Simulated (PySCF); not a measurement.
# Radial density of Pr³⁶⁺ (praseodymium, charge +36)

UHF, [Ar] 3d5, high-spin 6S determinant. All numbers are calculated (PySCF 2.14, scalar relativity by spin-free X2C-1e, in an even-tempered Gaussian basis (18 s from 5.9 bohr⁻², ratio 2.5; 12 p from 7.7 bohr⁻², ratio 2.5; 8 d from 7.7 bohr⁻², ratio 2.5; 4 f from 31 bohr⁻², ratio 2.7; 3 g from 46 bohr⁻², ratio 2.7)).

```tsv
r (bohr)	4πr²ρ (e/bohr)	4πr²(ρα − ρβ)
0.0236	72.51	0.0240
0.0396	70.98	0.3277
0.0667	97.63	2.7600
0.112	69.80	12.8154
0.189	60.81	23.9514
0.317	35.74	10.2189
0.534	1.340	0.3627
0.898	0.001786	0.0006
```

Densities and radii are taken from the X2C orbitals without a picture-change correction, which distorts them close to the nucleus.

Spin-orbit coupling, which splits the p, d and f shells strongly at this Z, is absent. Spin-orbit coupling is strong in this species (close to jj coupling), so the high-spin LS determinant is a model state, not a physical level.
